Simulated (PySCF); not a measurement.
Compound: C₇H₁₂BF.
Numbering: `[CH2:1]=[CH:2][CH2:3][C@@H:4]1[CH2:5][BH:6][CH2:7][C@H:8]1[F:9]` (hydrogens: H10, H11 on C1; H12 on C2; H13, H14 on C3; H15 on C4; H16, H17 on C5; H18 on B6; H19, H20 on C7; H21 on C8)

Computed with PySCF at PBE0/pcSseg-1, non-relativistic, on one gas-phase PBE0-D3(BJ)/def2-SVP geometry that isn't relaxed in the solvent. The solvent is an IEF-PCM continuum (cavity from Bondi-type radii × 1.2). Only the electrostatic response of the medium enters.

Gas phase at PBE0/pcSseg-1: HOMO -7.42 eV, LUMO -1.06 eV, dipole 1.61 D.

Q: What does the continuum do to the energy, the frontier levels and the dipole at PBE0/pcSseg-1 in benzene and dichloromethane?

A: 
```json
{"solvent": "benzene", "ε": "2.271", "E(solvent) − E(gas) (kcal/mol)": "-1.80", "polarisation term (kcal/mol)": "-1.89", "distortion of the solute (kcal/mol)": "0.09", "HOMO (eV)": "-7.40", "LUMO (eV)": "-0.92", "dipole (D)": "1.81"}
{"solvent": "dichloromethane", "ε": "8.93", "E(solvent) − E(gas) (kcal/mol)": "-3.45", "polarisation term (kcal/mol)": "-3.79", "distortion of the solute (kcal/mol)": "0.34", "HOMO (eV)": "-7.40", "LUMO (eV)": "-0.81", "dipole (D)": "2.03"}
```

The first energy column is the sum of the next two and covers electrostatics alone. From benzene to dichloromethane the lowering changes by a factor 1.91, Onsager's factor (ε − 1)/(2ε + 1) by 1.83 and ε itself by 3.9.

Q: Which radius a makes the point-dipole formula ΔE = −[(ε − 1)/(2ε + 1)]·μ²/a³ give the value in dichloromethane, with the gas-phase dipole?

A: μ = 0.632 au and |ΔE| = 0.00550 Eh give a = 1.65 Å; the farthest nucleus lies 4.34 Å from the centroid of the nuclei, so such a sphere wouldn't even hold the nuclei. The formula assumes a rigid point dipole at the centre of a sphere.

Q: Which IAO charges (PBE0/pcSseg-1) respond most in benzene (means over atoms taken as equivalent)?

A: 
| atoms | environment | gas (e) | solvent (e) | change |
| --- | --- | --- | --- | --- |
| C1 | terminal =CH2 carbon | -0.317 | -0.325 | -0.008 |
| F9 | alkyl fluorine | -0.331 | -0.339 | -0.008 |
| H21 | methine hydrogen | +0.119 | +0.124 | +0.005 |
| H17 | methylene hydrogen | +0.156 | +0.160 | +0.004 |
| H12 | vinylic hydrogen | +0.135 | +0.138 | +0.003 |
| H14 | methylene hydrogen | +0.130 | +0.133 | +0.003 |
| H18 | B–H hydrogen | +0.010 | +0.007 | -0.003 |
| H20 | methylene hydrogen | +0.175 | +0.177 | +0.002 |

Q: Which Mayer bond orders change most in benzene?

A: 
```json
{"bond": "C8–F9", "length (Å)": "1.379", "gas": "0.876", "solvent": "0.863", "change": "-0.013"}
{"bond": "C7–C8", "length (Å)": "1.519", "gas": "1.047", "solvent": "1.051", "change": "+0.004"}
{"bond": "C1–C2", "length (Å)": "1.334", "gas": "1.990", "solvent": "1.987", "change": "-0.003"}
{"bond": "C4–C5", "length (Å)": "1.534", "gas": "1.007", "solvent": "1.009", "change": "+0.002"}
{"bond": "C5–B6", "length (Å)": "1.570", "gas": "0.991", "solvent": "0.993", "change": "+0.002"}
{"bond": "C8–C4", "length (Å)": "1.528", "gas": "0.974", "solvent": "0.976", "change": "+0.002"}
{"bond": "C3–H14", "length (Å)": "1.107", "gas": "0.934", "solvent": "0.932", "change": "-0.002"}
{"bond": "C5–H17", "length (Å)": "1.114", "gas": "0.905", "solvent": "0.903", "change": "-0.002"}
```
